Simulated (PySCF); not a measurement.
**Correlation energy of Ir (iridium, neutral)**

Starting occupation: [Xe] 4f14 5d7 6s2, 5d3/2 with m_j = -3/2, -1/2, +1/2, +3/2, 5d5/2 with m_j = +1/2, +3/2, +5/2. Computed with PySCF 2.14 in x2c-TZVPall-2c, with X2C-1e with screened-nucleus spin-orbit coupling, Gaussian nucleus. Frozen: [Kr] 4d10 4f14; 17 electrons correlated; the 34 highest virtual spinors left out.

MP2 pair energies summed by pair of shells (mhartree):

```
 pair   energy  share (%)
5d-5d  -102.79       28.0
5d-5p   -97.44       26.5
5d-6s   -61.80       16.8
5p-5p   -40.45       11.0
5p-6s   -17.95        4.9
6s-6s   -17.50        4.8
5p-5s   -14.74        4.0
5d-5s   -10.65        2.9
5s-5s    -2.90        0.8
5s-6s    -0.99        0.3
```

Total MP2 correlation energy: -367.21 mhartree.

The GHF reference relaxed away from the jj start to a determinant that is no pure jj level (⟨S²⟩ = 3.60, ⟨J²⟩ = 24.77); the energies belong to that determinant.

This basis was not built for core-valence correlation, so the inner-shell part is incomplete.
